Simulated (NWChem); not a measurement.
CH2F2OSi; SMILES F[SiH](F)C=O

```xyz
7

O      0.1794     2.3375     0.0000
C     -0.5128     1.3349     0.0000
Si     0.3286    -0.4042     0.0000
F     -0.1737    -1.2311     1.3118
F     -0.1737    -1.2311    -1.3118
H     -1.6478     1.4084     0.0000
H      1.8154    -0.2991     0.0000
```
Atoms are numbered in this order, from 1.

Program: NWChem. Pople sets run with spherical d functions. Geometry: optimised at PBE-D3(BJ)/def2-SVP. Ions are spin-unrestricted doublets at the neutral geometry; other ion states weren't tried.

Question: Taking PBE0/6-311++G** as the yardstick, which of these has the fewest basis functions while keeping “vertical ionisation energy, ΔSCF (eV)” within 0.1 eV of it: PBE0/6-31+G*; PBE0/6-31G*; PBE0/6-311G**?

Answer: PBE0/6-31+G* (a larger set in the list lies outside the tolerance).
| level | basis functions | vertical ionisation energy, ΔSCF (eV) |
|---|---|---|
| PBE0/6-31G* | 78 | 10.14 |
| PBE0/6-31+G* | 98 | 10.38 |
| PBE0/6-311G** | 110 | 10.30 |
| PBE0/6-311++G** | 132 | 10.42 |

The yardstick is one finite set, not the basis-set limit.
